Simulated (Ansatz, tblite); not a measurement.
Cost and result up the ladder for (4-tert-butylphenyl)diphenylsulfonium bromide (C22H23BrS) (47 atoms). Total charge 0; singlet. Geometry: PBE-D4/def2-SVP.

Ansatz on 2 threads of AMD EPYC 7R13 on a shared host and a share (18 GiB) of an NVIDIA H100 80GB HBM3; xTB runs through tblite on one thread. Times are rough, summed over both states, and most runs start from the orbitals of an earlier one. PBE0-D4/def2-TZVP serves as the yardstick here, not as an exact answer. The other state is a triplet.

The xTB rows come from tblite. Single mean-field runs in def2-TZVP are fitted with def2-universal-jkfit. HOMO above LUMO, or a gap near zero within one spin, warns that the state may not be the lowest or that an electron is smeared out.

xTB has no spin-polarisation term.

```csv
level,functions,wall time,vertical triplet (eV),difference from PBE0-D4/def2-TZVP (eV),remarks
GFN2-xTB,129,0.25 s,2.77,-0.64,–
GFN1-xTB,152,0.49 s,2.09,-1.32,–
PBE-D4/def2-TZVP (with forces),905,36 s,3.09,-0.32,gap within one spin near zero (triplet)
PBE0-D4/def2-TZVP,905,63 s,3.41,0.00,–
```
